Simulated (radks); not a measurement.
Values are calculated unless marked as measured or tabulated.
All-electron atom: Sc+ in [Ar] 3d1 4s1.

Code: a radial shooting solver on a logarithmic mesh with Libxc functionals. Model: scalar-relativistic Kohn-Sham, PBEsol, spin-polarised, spherical densities, finite nucleus; open shells are filled with parallel spins first; Fermi nuclear charge, rms radius 3.5459 fm.

Energy parts (eV):
total: -20759.972
kinetic: 20915.213
electron-nucleus: -49207.806
Hartree: 8561.528
exchange-correlation: -1028.906

Orbitals (lengths in bohr, moments of r in powers of bohr):
orbital	occ.	eigenvalue (eV)	<r>	<r^4>
1s up	1	-4398.621	0.07310	0.0001330
1s down	1	-4398.592	0.07310	0.0001330
2s up	1	-480.7264	0.3439	0.03467
2s down	1	-480.4617	0.3438	0.03459
2p up	3	-394.9952	0.3080	0.02847
2p down	3	-394.7836	0.3078	0.02839
3s up	1	-62.2444	1.076	2.913
3s down	1	-61.3285	1.075	2.880
3p up	3	-40.9299	1.170	4.599
3p down	3	-39.9727	1.166	4.496
3d up	1	-10.4537	1.708	36.22
4s up	1	-10.2695	3.303	234.8
3d down	0	-9.2525	1.654	31.10

The highest occupied level is 4s up at -10.269 eV. The spin density at the nucleus is 3.643 e/bohr^3 (1s 0.040, 2s -0.219, 3s -0.057, 4s 3.881). The electron density at the nucleus is 7277 e/bohr^3 (large components only). The density falls to 0.001 e/bohr^3 at r = 4.25 bohr. Spin moment in Bohr magnetons: 2.
